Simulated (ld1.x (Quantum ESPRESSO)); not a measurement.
manganese (Mn): ultrasoft pseudisation with BLYP, scalar-relativistic reference atom.

```json
{
 "Element": "Mn",
 "Generator": "ld1.x (Quantum ESPRESSO) 7.5",
 "Type": "ultrasoft",
 "Functional": "BLYP",
 "Relativity": "scalar-relativistic",
 "Frozen core": "[Ne]",
 "Valence charge": "15",
 "Reference configuration": "3s2 3p6 3d5 4s2 4p0",
 "Partial waves": "3s (bound): rcut 1.15, rcutus 1.20 bohr; 4s (bound): rcut 1.15, rcutus 1.20 bohr; 3p (bound): rcut 1.45, rcutus 1.85 bohr; 4p (bound, empty): rcut 1.45, rcutus 1.85 bohr; 3d (bound): rcut 1.60, rcutus 1.85 bohr; 3d channel at 0.4 Ry: rcut 1.60, rcutus 1.85 bohr",
 "Local potential": "all-electron potential smoothed inside 1.15 bohr (lloc = -1)",
 "Core correction": "a·sin(br)/r model core inside 0.70 bohr",
 "Augmentation charge": "built from norm-conserving waves at rcut, not smoothed further"
}
```

**Question.** Does this generation succeed?

**Answer.** No. ld1.x (Quantum ESPRESSO) 7.5 stopped with "chargeps: negative rho": the pseudo-density turned negative during the self-consistent test, most likely because a state had been found with a wrong node count and its wave set to zero before. Before that it printed "Warning: n=2, l=1 expected 0 nodes, found 1".
